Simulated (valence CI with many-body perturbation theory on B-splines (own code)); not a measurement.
La⁵⁺: E2, M1 decay

Calculated by relativistic CI+MBPT: six valence electrons over a frozen Dirac-Fock core [Kr] 4d10, a basis of 9 s, 9 p, 8 d, 6 f, 3 g, 1 h functions for each j, with the one-electron correlation potential Σ1 (screened to all orders), the two-electron term Σ2, the three-electron term Σ3, Breit, model QED; selected single and double excitations, second order for the rest, scaled by the run's own slope (own B-spline code, finite nucleus).

Against measured spectra of neutral and singly charged lanthanides and actinides this method errs by a few hundred cm⁻¹ within a configuration and by up to about 5,000 between configurations. No measured spectrum was set against this ion. As an estimate, levels hold to about 250 cm⁻¹ or 0.2 % of their energy and the worst to 1 %, as in measured heavy ions of charge 2 to 7; those with d or f electrons hold less well. Core correlation moves these levels by up to 18000 cm⁻¹, and in measured spectra 5 to 20 % of such shifts remained as error; rates that hang on mixing are uncertain with them. Not all symmetries were solved, so the list stops early. Among the levels kept, up to 1800 cm⁻¹ of a level comes from second order outside the variational space, and about a tenth of that is noise between levels of different J, which matters for small intervals.

Lines 1 to 50 of 96 in falling wavelength, among levels below 167830 cm⁻¹, chosen from the decays that carry over 1 % of a level's rate. Wavelengths and rates use the calculated energies, so an error of 300 cm⁻¹ moves a line at 14070 Å by 4.2 % and its rate by three times that or more. Electric multipoles are in the length gauge, E1 and E2 with the static RPA response of the core. Weak lines are less certain than strong ones. Lines between different terms over intervals too small for the method are left out, as are lines whose strength nearly cancels. Where a level lies close to another of its J and parity, the split of strength between their lines is uncertain. Branching is blank where the lifetime is uncertain.

Names give the largest LS component (configuration and term), which can be under half, so a name can repeat, a term be missing and a line seem to break the LS rules; names also repeat where a configuration has a term twice. Letters in brackets count levels of one name in rising energy.

```tsv
λ vac (Å)	Upper	Lower	Type	A (s⁻¹)	Branch %
43900	4f5s²5p³ ⁵F_5	4f5s²5p³ ⁵F_4	M1	2.71e-01	
14070	4f5s²5p³ ¹H_5	4f5s²5p³ ³F_4 [b]	M1	1.39e+00	
13420	4f5s²5p³ ³H_6	4f5s²5p³ ³H_5	M1	3.58e+00	17.5
13380	5s²5p⁴ ³P_1	5s²5p⁴ ³P_0	M1	5.09e+00	3.1
11530	5s²5p⁴ ¹D_2	5s²5p⁴ ³P_1	M1	1.50e+00	1.1
10900	4f5s²5p³ ³G_5	4f5s²5p³ ³G_4	M1	6.33e+00	
10680	4f5s²5p³ ³F_4 [b]	4f5s²5p³ ³F_4 [a]	M1	8.04e+00	7.2
9642	4f5s²5p³ ³H_5	4f5s²5p³ ³F_4 [a]	M1	5.80e+00	6.8
9565	4f5s²5p³ ¹H_5	4f5s²5p³ ³G_4	M1	7.52e-01	
7785	5s²5p⁴ ³P_0	5s²5p⁴ ³P_2	E2	1.73e-01	100.0
7038	4f5s²5p³ ³G_4	4f5s²5p³ ³F_3 [a]	M1	2.67e+01	1.9
6581	4f5s²5p³ ³G_5	4f5s²5p³ ³F_4 [a]	M1	2.42e+00	
6130	4f5s²5p³ ³G_4	4f5s²5p³ ⁵F_5	M1	1.44e+01	1.0
6076	4f5s²5p³ ³G_3	4f5s²5p³ ⁵F_2	M1	2.15e+01	1.8
6070	4f5s²5p³ ¹H_5	4f5s²5p³ ³F_4 [a]	M1	7.41e+00	
5778	4f5s²5p³ ³G_3	4f5s²5p³ ⁵F_4	M1	1.20e+01	1.0
5696	4f5s²5p³ ³F_4 [b]	4f5s²5p³ ³F_3 [a]	M1	6.29e+00	5.7
5537	4f5s²5p³ ³G_3	4f5s²5p³ ⁵F_3	M1	3.78e+01	3.2
5379	4f5s²5p³ ³G_4	4f5s²5p³ ⁵F_4	M1	2.60e+01	1.9
5086	4f5s²5p³ ³F_4 [b]	4f5s²5p³ ⁵F_5	M1	1.20e+01	10.8
4922	5s²5p⁴ ³P_1	5s²5p⁴ ³P_2	M1	1.57e+02	96.5
4903	4f5s²5p³ ³F_2 [b]	4f5s²5p³ ⁵F_3	M1	5.63e+01	1.8
4839	4f5s²5p³ ³H_5	4f5s²5p³ ⁵F_5	M1	7.61e+01	89.9
4558	4f5s²5p³ ³F_4 [b]	4f5s²5p³ ⁵F_4	M1	2.80e+01	25.2
4439	4f5s²5p³ ¹P_1	4f5s²5p³ ⁵F_1	M1	3.29e+01	1.3
4407	4f5s²5p³ ³F_4 [b]	4f5s²5p³ ⁵F_3	M1	1.22e+00	1.1
4360	4f5s²5p³ ¹P_1	4f5s²5p³ ⁵F_2	M1	5.39e+01	2.1
4359	4f5s²5p³ ³H_5	4f5s²5p³ ⁵F_4	M1	1.80e+00	2.1
4055	4f5s²5p³ ¹H_5	4f5s²5p³ ³F_3 [a]	E2	2.09e-01	
3923	4f5s²5p³ ³G_5	4f5s²5p³ ⁵F_5	M1	9.46e+00	
3923	4f5s²5p³ ³G_5	4f5s²5p³ ⁵F_5	E2	6.55e-01	
3736	4f5s²5p³ ¹H_5	4f5s²5p³ ⁵F_5	M1	1.15e+00	
3601	4f5s²5p³ ³G_5	4f5s²5p³ ⁵F_4	M1	2.33e+01	
3556	4f5s²5p³ ³H_6	4f5s²5p³ ⁵F_5	M1	1.55e+01	75.7
3556	4f5s²5p³ ³H_6	4f5s²5p³ ⁵F_5	E2	8.40e-01	4.1
3449	5s²5p⁴ ¹D_2	5s²5p⁴ ³P_2	M1	1.39e+02	97.1
3449	5s²5p⁴ ¹D_2	5s²5p⁴ ³P_2	E2	2.66e+00	1.9
3443	4f5s²5p³ ¹H_5	4f5s²5p³ ⁵F_4	M1	3.11e+00	
3443	4f5s²5p³ ¹H_5	4f5s²5p³ ⁵F_4	E2	4.00e-01	
3356	4f5s²5p³ ¹H_5	4f5s²5p³ ⁵F_3	E2	7.29e-01	
3290	4f5s²5p³ ³H_6	4f5s²5p³ ⁵F_4	E2	4.95e-01	2.4
3232	5s²5p⁴ ¹S_0	5s²5p⁴ ¹D_2	E2	2.66e+01	2.4
2524	5s²5p⁴ ¹S_0	5s²5p⁴ ³P_1	M1	1.08e+03	96.6
1668	5s²5p⁴ ¹S_0	5s²5p⁴ ³P_2	E2	1.18e+01	1.1
1061	4f5s²5p³ ⁵F_3	5s²5p⁴ ¹D_2	E2	1.87e+00	2.1
1061	4f5s²5p³ ⁵F_3	5s²5p⁴ ¹D_2	M1	9.40e-01	1.1
1053	4f5s²5p³ ⁵F_4	5s²5p⁴ ¹D_2	E2	1.57e+00	2.9
1006	4f5s²5p³ ³F_3 [a]	5s²5p⁴ ¹D_2	E2	2.78e+01	2.6
971.8	4f5s²5p³ ⁵F_3	5s²5p⁴ ³P_1	E2	1.58e+01	17.7
953.2	4f5s²5p³ ⁵F_1	5s²5p⁴ ³P_1	E2	3.66e+01	16.4
```
